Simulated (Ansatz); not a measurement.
ZnCu₃ (the lowest doublet isomer of a short search), 4 atoms. Hardware: 4 threads of Intel Xeon on a shared host.

(1) How many basis functions does each of these Ansatz runs have, and roughly what does it cost? PBE0-D4/def2-TZVP, charge 1 singlet, energy, from earlier orbitals; PBE-D4/def2-SVP, charge 0 doublet, energy with a search over starts; r2SCAN-D4/def2-TZVPD, charge -1 singlet at the geometry of the charge 0 doublet, energy, from earlier orbitals; PBE0-D4/def2-TZVPD, charge 0 doublet, energy, from earlier orbitals; PBE-D4/def2-TZVP, charge 0 quartet, energy, from earlier orbitals; PBE-D4/def2-TZVPD, charge -1 singlet at the geometry of the charge 0 doublet, energy, from earlier orbitals; HF/def2-TZVP, charge 0 doublet, energy, from earlier orbitals; PBE-D4/def2-TZVP, charge 0 doublet, energy and forces, from earlier orbitals; B3LYP-D4/def2-SVP, charge 0 quartet, relaxation, 16 steps; HF/def2-TZVP, charge 0 quartet, energy, from earlier orbitals; PBE0-D4/def2-TZVP, charge 1 singlet at the geometry of the charge 0 doublet, energy; PBE0-D4/def2-TZVP, charge 0 doublet, energy and forces, from earlier orbitals.

Answers

(1) Other jobs shared the machine, so times can vary by a factor of up to 3. A dash marks memory too small to be measured apart from the calling script's.

```csv
run,functions,fitting or Cholesky vectors,wall time,peak host memory (GiB)
"PBE-D4/def2-TZVPD, charge -1 singlet at the geometry of the charge 0 doublet, energy, from earlier orbitals",195,1871,4 s,–
"PBE-D4/def2-TZVP, charge 0 quartet, energy, from earlier orbitals",183,1819,4.2 s,–
"PBE0-D4/def2-TZVP, charge 1 singlet, energy, from earlier orbitals",183,1828,5.5 s,0.62
"PBE0-D4/def2-TZVP, charge 1 singlet at the geometry of the charge 0 doublet, energy",183,1828,6.5 s,0.71
"r2SCAN-D4/def2-TZVPD, charge -1 singlet at the geometry of the charge 0 doublet, energy, from earlier orbitals",195,1871,6.5 s,–
"PBE-D4/def2-TZVP, charge 0 doublet, energy and forces, from earlier orbitals",183,1819,7 s,–
"HF/def2-TZVP, charge 0 quartet, energy, from earlier orbitals",183,1828,8 s,0.86
"PBE0-D4/def2-TZVPD, charge 0 doublet, energy, from earlier orbitals",195,1853,9.5 s,0.97
"PBE-D4/def2-SVP, charge 0 doublet, energy with a search over starts",124,1510,9.5 s,–
"HF/def2-TZVP, charge 0 doublet, energy, from earlier orbitals",183,1828,10 s,0.86
"PBE0-D4/def2-TZVP, charge 0 doublet, energy and forces, from earlier orbitals",183,1828,15 s,0.91
"B3LYP-D4/def2-SVP, charge 0 quartet, relaxation, 16 steps",124,1451,72 s,0.57
```
